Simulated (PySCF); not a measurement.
Computed properties of BiF3, SMILES [F][Bi]([F])[F]

BiF3, SMILES [F][Bi]([F])[F]. The structure is a stationary point at B3LYP-D3(BJ)/def2-SVP. The isomer is the one that the SMILES or the coordinates give; other isomers of the formula were not compared. The def2 effective core potentials stand for the cores of Bi; spin–orbit coupling is left out. One conformer was computed; it need not be the lowest. All values are computed for the isolated molecule unless a solvent is named; none is compared with measurement here.

**Structure.** The optimised structure has C3v symmetry. All 6 harmonic modes at B3LYP-D3(BJ)/def2-SVP (PySCF) are real, so it is a minimum. With heavy atoms numbered as in [Bi:1]([F:2])([F:3])[F:4], the shortest bond between them is Bi1–F3 at 2.027 Å and the longest Bi1–F2 at 2.027 Å.

**Vibrations.** The strongest infrared lines (harmonic, unscaled, degenerate partners summed) lie at 590 cm⁻¹ (147 km/mol, F 91 %, Bi 9 %), 604 cm⁻¹ (42 km/mol, F 92 %), 189 cm⁻¹ (21 km/mol, F 86 %, Bi 14 %). The softest mode is at 166 cm⁻¹ and the zero-point energy is 3.3 kcal/mol.

**Electronic structure.** ωB97X/def2-TZVPD (PySCF) places the frontier levels at -12.50 and -0.11 eV, a gap of 12.39 eV, and gives a dipole moment of 5.35 D and a mean polarisability of 40.3 bohr³. PBE/def2-TZVPD (PySCF) at the same geometry gives -8.71 and -2.74 eV, so its gap is 6.42 eV narrower. An orbital gap is neither the optical nor the fundamental gap.

**Excitations.** TDA-ωB97X/def2-SVPD (PySCF) has S1 at 7.35 eV (169 nm, f = 0.199, bright); the most intense of the 10 singlets computed lies at 7.35 eV (f = 0.20). Strengths of degenerate partners are summed. T1 (TDA) is at 6.28 eV, 1.07 eV under S1. TDA-PBE/def2-SVPD (PySCF) puts S1 at 6.32 eV. No vertical singlet excitation falls in the visible range (under 3.1 eV).
